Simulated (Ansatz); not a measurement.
`C[O][Nb](=[NH])([OH])[F]` → `[CH2]` (triplet) + `[NH]=[Nb]([OH])([OH])[F]`  (formal loss of a carbene)

Gas-phase electronic energies from Ansatz, PBE0-D4/def2-TZVP geometries. CCSD(T)/CBS is the MP2 limit (def2-TZVPP, def2-QZVPP) plus CCSD(T) − MP2 in def2-TZVPP, frozen cores. This one scheme is used for every species. DFT in def2-TZVPP. B3LYP here is the variant with VWN-RPA as its local correlation; programs differ in this. HSE06 is defined as in plane-wave codes. Triplets are unrestricted, without spin–orbit coupling. def2 core potentials past Kr. For Nb outer-core shells are correlated without core-valence functions, which leaves a few kJ/mol of doubt a bond. Each species was taken in one conformer, which may not be the lowest.

| level | ΔE (kJ/mol) | difference from CCSD(T)/CBS |
| --- | --- | --- |
| BLYP-D4 | 391.3 | 1.2 |
| r2SCAN0-D4 | 363.3 | -26.8 |
| HSE06-D4 | 388.7 | -1.4 |
| revPBE | 369.4 | -20.7 |
| BLYP | 379.4 | -10.7 |
| r2SCAN | 367.6 | -22.5 |
| B3LYP | 380.3 | -9.8 |
| CAM-B3LYP | 387.4 | -2.7 |
| HF/def2-SVP | 267.0 | -123.1 |
| MP2/def2-SVP | 391.6 | 1.5 |
| CCSD(T)/def2-SVP | 387.0 | -3.1 |
| MP2/def2-TZVPP | 391.4 | 1.3 |
| MP2/def2-QZVPP | 396.4 | 6.3 |
| HF/CBS(def2) | 252.2 | -137.9 |
| MP2/CBS(def2) | 399.7 | 9.6 |
| CCSD/CBS(def2) | 378.2 | -11.9 |
| CCSD(T)/CBS | 390.1 | 0 |

Largest T1 diagnostic among the species: 0.021, so the coupled-cluster value is less sure than usual.

In def2-TZVPP, CCSD(T) changes the Hartree–Fock value by +130.3 kJ/mol (the triples alone add +11.8 kJ/mol) and MP2 by +140.0 kJ/mol. At CCSD(T), def2-SVP lies −3.1 kJ/mol from the extrapolated value and def2-TZVPP −8.3 kJ/mol.
